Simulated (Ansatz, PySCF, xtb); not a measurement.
Spectroscopic constants of KBr, closed-shell singlet (the spin of the measured ground state). No spin–orbit coupling. K is treated without relativity. Br is treated without relativity.

The constants come from a fifth-degree fit in 1/R (seven points, main isotopes). In def2 and cc sets the state is the lowest found near the PBE0 minimum, followed along R. The singlet is held restricted.

Correlated levels freeze the inner cores; with def2 sets outer-core shells near the valence are correlated too. Rows in 3-21G, STO-3G carry no dispersion term and start afresh at each structure; the Pople sets are all-electron and without relativity.

Run with Ansatz (a program for electronic structure) with Gaussian orbitals; PySCF for 3-21G rows, STO-3G rows; xtb for the GFN methods. Values without a source in brackets are computed.

D_e counts from each atom's lowest state at the same level, without counterpoise or zero-point energy.

```json
[
 {"level": "GFN2-xTB", "r_e (Å)": "2.841", "ω_e (cm⁻¹)": "179", "ω_e x_e (cm⁻¹)": "1.2", "D_e (eV)": "-", "dipole (D)": "-"},
 {"level": "HF/STO-3G", "r_e (Å)": "2.782", "ω_e (cm⁻¹)": "…", "ω_e x_e (cm⁻¹)": "0.43", "D_e (eV)": "-", "dipole (D)": "9.14"},
 {"level": "HF/3-21G", "r_e (Å)": "2.996", "ω_e (cm⁻¹)": "199", "ω_e x_e (cm⁻¹)": "0.54", "D_e (eV)": "-", "dipole (D)": "12.54"},
 {"level": "SVWN5/def2-TZVPP", "r_e (Å)": "2.794", "ω_e (cm⁻¹)": "226", "ω_e x_e (cm⁻¹)": "0.80", "D_e (eV)": "4.27", "dipole (D)": "10.02"},
 {"level": "r2SCAN/def2-TZVPP", "r_e (Å)": "2.859", "ω_e (cm⁻¹)": "215", "ω_e x_e (cm⁻¹)": "0.76", "D_e (eV)": "4.07", "dipole (D)": "10.75"},
 {"level": "B97M-V/def2-TZVPP", "r_e (Å)": "2.860", "ω_e (cm⁻¹)": "216", "ω_e x_e (cm⁻¹)": "0.77", "D_e (eV)": "3.87", "dipole (D)": "10.61"},
 {"level": "B2PLYP/def2-TZVPP", "r_e (Å)": "2.867", "ω_e (cm⁻¹)": "215", "ω_e x_e (cm⁻¹)": "0.74", "D_e (eV)": "3.86", "dipole (D)": "-"},
 {"level": "CCSD(T)/def2-QZVPP", "r_e (Å)": "…", "ω_e (cm⁻¹)": "…", "ω_e x_e (cm⁻¹)": "0.74", "D_e (eV)": "4.00", "dipole (D)": "-"}
]
```

Q: Complete the blanks.

A: 
- CCSD(T)/def2-QZVPP, r_e (Å): 2.846
- CCSD(T)/def2-QZVPP, ω_e (cm⁻¹): 219
- HF/STO-3G, ω_e (cm⁻¹): 310

Measured for the ground state: r_e 2.8208 Å, ω_e 213 cm-1, B_e 0.081221 cm-1, α_e 0.00040481 cm-1 [Huber and Herzberg (1979), NIST Chemistry WebBook]. D_0 3.891 ± 0.044 eV (a handbook's tabulated 298 K bond energy less 3RT/2; such tables hold older values) [Luo, bond dissociation energies, CRC Handbook]. dipole 10.628 D [compilation of Liu, Meijer and Pérez-Ríos].
